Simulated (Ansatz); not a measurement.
C₂H₅FN₂Si, SMILES `NC1=C([SiH2]F)N1`, 11 atoms. Charge 0, multiplicity 1. All runs use 4 threads of an Arm Neoverse V2 on a shared host. Correlated methods freeze the cores.

**Question.** Give the basis size and wall time and peak host memory of each of these runs in Ansatz. RKS PBE0-D4/def2-TZVP frequencies; RKS ωB97M-V/def2-QZVPP energy; RKS ωB97M-V/def2-SVP energy; RKS PBE0-D4/def2-TZVP relaxation (12 steps); RHF-CCSD(T)/def2-SVP energy; direct RPA on PBE orbitals/def2-TZVPP energy; RKS PBE0-D4/def2-QZVPP energy; RKS ωB97X-V/def2-TZVPP energy; RKS PBE0-D4/def2-SVP energy; RKS CAM-B3LYP-D4/def2-TZVPP energy; RKS B3LYP-D4/def2-TZVPP energy and forces; RHF-CCSD(T)/def2-TZVPP energy. (Estimate.)

**Answer.** Ansatz gave: Other jobs shared the machine, so times are rough.

```json
{"level": "RKS PBE0-D4/def2-SVP", "job": "energy", "functions": "113", "wall time": "0.9 s", "peak host memory (GiB)": "0.55"}
{"level": "RKS CAM-B3LYP-D4/def2-TZVPP", "job": "energy", "functions": "267", "wall time": "3.2 s", "peak host memory (GiB)": "0.76"}
{"level": "RKS ωB97M-V/def2-SVP", "job": "energy", "functions": "113", "wall time": "3.7 s", "peak host memory (GiB)": "0.55"}
{"level": "RKS B3LYP-D4/def2-TZVPP", "job": "energy and forces", "functions": "267", "wall time": "4.7 s", "peak host memory (GiB)": "0.75"}
{"level": "direct RPA on PBE orbitals/def2-TZVPP", "job": "energy", "functions": "267", "wall time": "5 s", "peak host memory (GiB)": "0.67"}
{"level": "RHF-CCSD(T)/def2-SVP", "job": "energy", "functions": "113", "wall time": "7.5 s", "peak host memory (GiB)": "0.6"}
{"level": "RKS ωB97X-V/def2-TZVPP", "job": "energy", "functions": "267", "wall time": "7.5 s", "peak host memory (GiB)": "0.82"}
{"level": "RKS PBE0-D4/def2-QZVPP", "job": "energy", "functions": "505", "wall time": "7.5 s", "peak host memory (GiB)": "1.8"}
{"level": "RKS ωB97M-V/def2-QZVPP", "job": "energy", "functions": "505", "wall time": "17 s", "peak host memory (GiB)": "2.2"}
{"level": "RKS PBE0-D4/def2-TZVP", "job": "relaxation (12 steps)", "functions": "222", "wall time": "43 s", "peak host memory (GiB)": "0.59"}
{"level": "RKS PBE0-D4/def2-TZVP", "job": "frequencies", "functions": "222", "wall time": "2.4 min", "peak host memory (GiB)": "0.6"}
{"level": "RHF-CCSD(T)/def2-TZVPP", "job": "energy", "functions": "267", "wall time": "3.7 min", "peak host memory (GiB)": "7"}
```

B3LYP here is the variant with VWN-RPA as its local correlation; programs differ in this.
